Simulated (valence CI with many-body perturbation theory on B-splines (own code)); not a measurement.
## Ho⁵²⁺: calculated level list

Computed by valence CI with perturbative core correlation (CI+MBPT): five valence electrons over a frozen Dirac-Fock core [Ne], radial functions for each j: 11 s, 11 p, 10 d, 8 f, 5 g, 2 h, with the one-electron correlation potential Σ1, the two-electron term Σ2, the three-electron term Σ3, Breit, model QED; selected CI, second order for the rest, scaled by the run's own slope (own B-spline code, finite nucleus).

No measured spectrum was set against this ion. As an estimate, large intervals hold to a few tenths of a per cent, small ones and those within an open d or f shell to about a per cent. Among the levels kept, up to 3200 cm⁻¹ of a level comes from second order outside the variational space, and about a tenth of that is noise between levels of different J, which matters for small intervals.

Levels 1 to 45 of 166, with energies above the lowest level, (3s^2 3p1/2^2 3p3/2) J=3/2. "Leading %" is the weight of the configuration and term that name the level; weights of strongly mixed levels are sums over their largest components and can fall short. In the jj column 3d3/2^4 stands for four electrons in 3d with j = 3/2. Lifetimes count E1, E2, E3, M1 and M2 decay at the calculated energies, and are blank where another channel may lead or the interval is too uncertain; long ones can be off by a factor of two.

```tsv
No.	Configuration	Term	J	E (Ry)	Leading %	Leading jj	Lifetime	g
1	3s²3p³	²P°	3/2	0.000	47	3s^2 3p1/2^2 3p3/2 (99 %)		1.354
2	3s²3p²3d	²D	3/2	14.842	39	3s^2 3p1/2^2 3d3/2 (99 %)	114 ps	0.778
3	3s²3p³	⁴S°	3/2	15.360	54	3s^2 3p1/2 3p3/2^2 (99 %)	11.0 ns	1.452
4	3s²3p³	²D°	5/2	16.139	99	3s^2 3p1/2 3p3/2^2 (99 %)	58.3 ns	1.189
5	3s²3p³	²P°	1/2	17.128	99	3s^2 3p1/2 3p3/2^2 (99 %)	17.6 ns	0.651
6	3s²3p²3d	²D	5/2	19.360	31	3s^2 3p1/2^2 3d5/2 (96 %)	7.60 ps	1.203
7	3s3p⁴	⁴P	5/2	26.339	66	3s 3p1/2^2 3p3/2^2 (91 %)	5.51 ps	1.459
8	3s3p⁴	²P	3/2	28.301	32	3s 3p1/2^2 3p3/2^2 (70 %)	2.10 ps	1.149
9	3s3p⁴	²S	1/2	28.355	53	3s 3p1/2^2 3p3/2^2 (85 %)	3.00 ps	2.086
10	3s²3p²3d	⁴F	5/2	30.066	46	3s^2 3p1/2 3p3/2 3d3/2 (98 %)	173 ps	0.956
11	3s²3p²3d	⁴F	3/2	30.255	33	3s^2 3p1/2 3p3/2 3d3/2 (93 %)	7.99 ps	0.908
12	3s²3p²3d	⁴D	1/2	30.262	80	3s^2 3p1/2 3p3/2 3d3/2 (99 %)	122 ps	0.207
13	3s²3p²3d	²G	7/2	30.862	50	3s^2 3p1/2 3p3/2 3d3/2 (97 %)	2.26 ns	1.033
14	3s²3p³	²P°	3/2	32.609	51	3s^2 3p3/2^3 (98 %)	4.27 ns	1.300
15	3s²3p²3d	²D	5/2	32.766	34	3s^2 3p1/2 3p3/2 3d3/2 (90 %)	629 fs	1.177
16	3s²3p²3d	²D	3/2	33.363	26	3s^2 3p1/2 3p3/2 3d3/2 (78 %)	355 fs	1.230
17	3s²3p²3d	²P	1/2	33.364	38	3s^2 3p1/2 3p3/2 3d3/2 (88 %)	491 fs	1.670
18	3s²3p²3d	⁴D	7/2	33.831	47	3s^2 3p1/2 3p3/2 3d5/2 (99 %)	1.42 ns	1.304
19	3s²3p²3d	²P	3/2	34.525	44	3s^2 3p1/2 3p3/2 3d5/2 (94 %)	9.41 ps	1.350
20	3s²3p²3d	²G	9/2	34.676	61	3s^2 3p1/2 3p3/2 3d5/2 (99 %)	757 ns	1.187
21	3s²3p²3d	²F	5/2	34.790	34	3s^2 3p1/2 3p3/2 3d5/2 (94 %)	9.56 ps	1.129
22	3s²3p²3d	²F	7/2	36.256	58	3s^2 3p1/2 3p3/2 3d5/2 (94 %)	3.29 ps	1.115
23	3s²3p²3d	²D	5/2	36.266	40	3s^2 3p1/2 3p3/2 3d5/2 (92 %)	1.91 ps	1.260
24	3s²3p²3d	²D	3/2	36.813	61	3s^2 3p1/2 3p3/2 3d5/2 (96 %)	4.09 ps	0.929
25	3s²3p²3d	²P	1/2	37.057	54	3s^2 3p1/2 3p3/2 3d5/2 (94 %)	2.86 ps	1.237
26	3s3p³3d	⁴D°	5/2	40.835	28	3s 3p1/2^2 3p3/2 3d3/2 (94 %)	33.5 ps	1.273
27	3s3p³3d	⁶D°	3/2	40.980	26	3s 3p1/2^2 3p3/2 3d3/2 (94 %)	17.8 ps	1.279
28	3s3p³3d	⁴P°	1/2	41.101	44	3s 3p1/2^2 3p3/2 3d3/2 (95 %)	35.4 ps	2.442
29	3s3p³3d	⁴F°	7/2	41.469	24	3s 3p1/2^2 3p3/2 3d3/2 (89 %)	35.9 ps	1.272
30	3s3p⁴	⁴P	3/2	42.553	66	3s 3p1/2 3p3/2^3 (85 %)	1.70 ps	1.472
31	3s3p³3d	²D°	3/2	42.669	26	3s 3p1/2^2 3p3/2 3d3/2 (80 %)	3.04 ps	1.000
32	3s3p³3d	⁴G°	5/2	43.524	23	3s 3p1/2^2 3p3/2 3d3/2 (82 %)	1.63 ps	0.876
33	3s3p⁴	²D	5/2	43.664	63	3s 3p1/2 3p3/2^3 (84 %)	1.73 ps	1.289
34	3s3p³3d	⁴D°	1/2	43.787	44	3s 3p1/2^2 3p3/2 3d3/2 (87 %)	1.46 ps	0.560
35	3s3p³3d	⁴F°	9/2	44.649	47	3s 3p1/2^2 3p3/2 3d5/2 (97 %)	36.8 ps	1.359
36	3s3p⁴	²P	1/2	44.989	46	3s 3p1/2 3p3/2^3 (74 %)	866 fs	1.362
37	3s3p⁴	²P	3/2	45.147	42	3s 3p1/2 3p3/2^3 (76 %)	763 fs	1.130
38	3s3p³3d	⁴D°	5/2	45.699	30	3s 3p1/2^2 3p3/2 3d5/2 (93 %)	4.06 ps	1.376
39	3s²3p3d²	⁴G°	5/2	45.761	44	3s^2 3p1/2 3d3/2^2 (81 %)	1.20 ps	0.781
40	3s3p³3d	²F°	7/2	46.268	30	3s 3p1/2^2 3p3/2 3d5/2 (85 %)	4.61 ps	1.252
41	3s3p³3d	²D°	3/2	46.344	31	3s 3p1/2^2 3p3/2 3d5/2 (85 %)	5.82 ps	1.143
42	3s3p³3d	²F°	7/2	47.383	26	3s 3p1/2^2 3p3/2 3d5/2 (88 %)	1.66 ps	1.172
43	3s3p³3d	²P°	1/2	47.895	45	3s 3p1/2^2 3p3/2 3d5/2 (94 %)	4.22 ps	0.618
44	3s3p³3d	²D°	5/2	48.265	24	3s 3p1/2^2 3p3/2 3d5/2 (80 %)	1.62 ps	1.084
45	3s²3p²3d	²D	5/2	48.303	28	3s^2 3p3/2^2 3d3/2 (86 %)	638 fs	1.173
```

Where two levels of one J and parity lie close, their mixing, g and order are uncertain.

The ionisation energy to 3s²3p² ³P0 of the next ion comes out as 4804.4 eV (NIST: 4802 ± 4 eV (theoretical)). All 166 levels together are meant to be complete up to 72.486 Ry.
